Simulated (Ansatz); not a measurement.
`BCBCC` + H₂ → `CBCC` + BH₃  (hydrogenolysis of a C–B bond)

Computed with Ansatz on PBE0-D4/def2-TZVP structures; ΔE is electronic, products minus reactants. CBS: MP2 limit from def2 TZ/QZ plus the TZ coupled-cluster correction, frozen cores. This one scheme is used for every species. DFT in def2-TZVPP. One conformer a species, not always the lowest.

`BCBCC`:

```xyz
15

B    -2.525   -0.100    0.516
C    -1.569    0.333   -0.618
B    -0.183   -0.356   -0.378
C     1.120    0.468   -0.150
C     2.324   -0.272    0.417
H    -2.884    0.672    1.358
H    -2.893   -1.238    0.588
H    -1.491    1.411   -0.764
H    -1.933   -0.176   -1.526
H    -0.135   -1.558   -0.413
H     0.901    1.377    0.424
H     1.359    0.852   -1.158
H     2.568   -1.149   -0.187
H     3.214    0.362    0.460
H     2.127   -0.626    1.432
```

H₂:

Z-matrix (Å, degrees):
```
H
H 1 0.746
```

`CBCC`:

Z-matrix (Å, degrees):
```
C
B 1 1.558
H 1 1.102 2 106.0
H 1 1.094 2 112.7 3 -114.0
H 1 1.092 2 115.8 3 118.6
C 2 1.561 1 125.2 3 -104.1
H 2 1.205 1 117.9 3 73.8
C 6 1.522 2 118.8 1 -1.0
H 6 1.101 2 106.8 1 125.1
H 6 1.102 2 106.1 1 -126.3
H 8 1.093 6 112.0 2 179.8
H 8 1.093 6 111.4 2 59.5
H 8 1.093 6 111.4 2 -59.9
```

BH₃:

```xyz
4

B     0.000    0.000    0.000
H     0.760    0.918    0.060
H    -0.682   -0.273    0.941
H    -0.078   -0.646   -1.001
```

```
             level  ΔE (eV)
               PBE     0.12
SCS-MP2/def2-QZVPP     0.01
```

Task: What does CCSD(T)/CBS give? (An estimate is asked.)

Result: Computed: +0.05 eV. The listed levels differ from it by 0.07, -0.04 eV.

Largest T1 diagnostic among the species: 0.011.

From PBE to PBE0 (25 % exact exchange), in def2-TZVPP and without D4, ΔE moves by −0.06 eV. The D4 term adds +0.06 eV with B3LYP and +0.03 eV with PBE0; it sums over pairs of atoms, weighted by their polarisabilities, and B3LYP, whose exchange is more repulsive, gets the larger term.

B3LYP here is the variant with VWN-RPA as its local correlation; programs differ in this.
